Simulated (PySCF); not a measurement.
## Spinor energies of Pr (praseodymium, neutral)

Start: [Xe] 4f3 6s2; 4f5/2 filled at m_j = +1/2, +3/2, +5/2. Calculated with PySCF 2.14 in x2c-SVPall-2c with one added diffuse shell each of s, p, d, f type (8s11p10d4f1g, 128 functions): generalised Hartree-Fock with the X2C-1e Hamiltonian and a Gaussian nucleus; one run each with spin-orbit coupling (SO) switched off, then screened by Boettger's factors.

```tsv
spinor shell	electrons	ε, spin-free (eV)	ε, screened SO (eV)	weight of nominal j (screened SO)	rms radius, screened SO (bohr)
1s1/2	2	-42190.8	-42184.7	1.000	0.0275
2s1/2	2	-6898.4	-6896.5	1.000	0.111
2p1/2	2	-6166.1	-6504.0	1.000	0.0958
2p3/2	4	-6166.1	-6017.6	1.000	0.102
3s1/2	2	-1534.5	-1533.8	1.000	0.290
3p1/2	2	-1297.3	-1365.9	1.000	0.282
3p3/2	4	-1297.3	-1266.7	1.000	0.294
3d3/2	4	-964.02	-976.66	0.999	0.266
3d5/2	6	-964.02	-954.90	0.999	0.269
4s1/2	2	-324.71	-324.49	1.000	0.661
4p1/2	2	-244.45	-260.20	0.989	0.685
4p3/2	4	-244.45	-237.26	0.994	0.712
4d3/2	4	-126.52	-131.48	0.833	0.783
4d5/2	6	-126.52	-122.98	0.889	0.789
5s1/2	2	-48.793	-48.748	1.000	1.62
5p1/2	2	-26.913	-29.452	0.934	1.84
5p3/2	4	-26.913	-25.754	0.967	1.94
4f5/2	3	-10.586	-10.607	0.793	1.22
6s1/2	2	-4.657	-4.658	1.000	5.20
```

| quantity | spin-free | screened SO |
| --- | --- | --- |
| E (hartree) | -9230.81341 | -9235.10833 |
| M_J | 9/2 | 9/2 |
| ⟨J²⟩ | 27.756 | 26.918 |
| ⟨L²⟩ | 42.003 | 41.799 |
| ⟨S²⟩ | 3.753 | 3.738 |

The determinant has a definite M_J but mixes levels of different J.

Each row is a mean over spinors that exchange with the open shell spreads, by up to 9.298 eV (4d3/2).

Rows whose weight is well below 1 are mixtures of j = l ± 1/2: exchange outweighs spin-orbit coupling there, and the label is only the starting occupation.

Breit and QED terms are absent; they matter most for the inner s and p1/2 levels.

Densities and radii are taken from the X2C orbitals without a picture-change correction, which distorts them close to the nucleus.

Without spin-orbit coupling the j labels of p, d and f shells carry no meaning; the spin-free column gives the mean over the occupied spinors of each nl shell, and its ⟨J²⟩ belongs to a mixture of degenerate components.
